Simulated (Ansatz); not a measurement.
Reactions of C3H6OSi (`C=C1[SiH2]C1O`).

Calculated with Ansatz (gas phase, PBE0-D4/def2-TZVP geometries, no zero-point term in ΔE). CCSD(T)/CBS is the MP2 limit (def2-TZVPP, def2-QZVPP) plus CCSD(T) − MP2 in def2-TZVPP, frozen cores. This one scheme is used for every species, atoms too. Functionals use def2-TZVPP. Open shells (•) are unrestricted, without spin–orbit coupling. Spin–orbit coupling would lower the free atoms: a little for C, O, Si. Bonds to Br are less sure, by a few kJ/mol each and by 10 to 20 or more in all where they break to atoms, as the def2 sets lack core-valence functions. Scalar relativity is left out up to krypton. Each species was taken in one conformer, which may not be the lowest.

```json
{"reaction": "`C=C1[SiH2]C1O` → `C#C[SiH2]CO`", "r2SCAN-D4 (kJ/mol)": "-100", "HF/CBS(def2) (kJ/mol)": "-219", "CCSD(T)/CBS(def2) (kJ/mol)": "-141"}
{"reaction": "`C=C1[SiH2]C1O` → `CC1[SiH2]C1=O`", "r2SCAN-D4 (kJ/mol)": "-108", "HF/CBS(def2) (kJ/mol)": "-162", "CCSD(T)/CBS(def2) (kJ/mol)": "-110"}
{"reaction": "`C=C1[SiH2]C1O` → `[SiH3]C1=CCO1`", "r2SCAN-D4 (kJ/mol)": "-76", "HF/CBS(def2) (kJ/mol)": "-164", "CCSD(T)/CBS(def2) (kJ/mol)": "-98"}
{"reaction": "`C=C1[SiH2]C1O` + H₂ → `C=C1C[SiH2]1` + H₂O", "r2SCAN-D4 (kJ/mol)": "-161", "HF/CBS(def2) (kJ/mol)": "-251", "CCSD(T)/CBS(def2) (kJ/mol)": "-188"}
{"reaction": "`C=C1[SiH2]C1O` → 3 C• + 6 H• + O• + Si•", "r2SCAN-D4 (kJ/mol)": "4164", "HF/CBS(def2) (kJ/mol)": "2866", "CCSD(T)/CBS(def2) (kJ/mol)": "4124"}
{"reaction": "`C=C1[SiH2]C1O` → `C[SiH]1C=CO1`", "r2SCAN-D4 (kJ/mol)": "-305", "HF/CBS(def2) (kJ/mol)": "-393", "CCSD(T)/CBS(def2) (kJ/mol)": "-324"}
{"reaction": "`C=C1[SiH2]C1O` + HBr → `C=C1[SiH2]C1Br` + H₂O", "r2SCAN-D4 (kJ/mol)": "-88", "HF/CBS(def2) (kJ/mol)": "-152", "CCSD(T)/CBS(def2) (kJ/mol)": "-115"}
```

Largest T1 diagnostic: 0.023, for `C=C1[SiH2]C1O`.
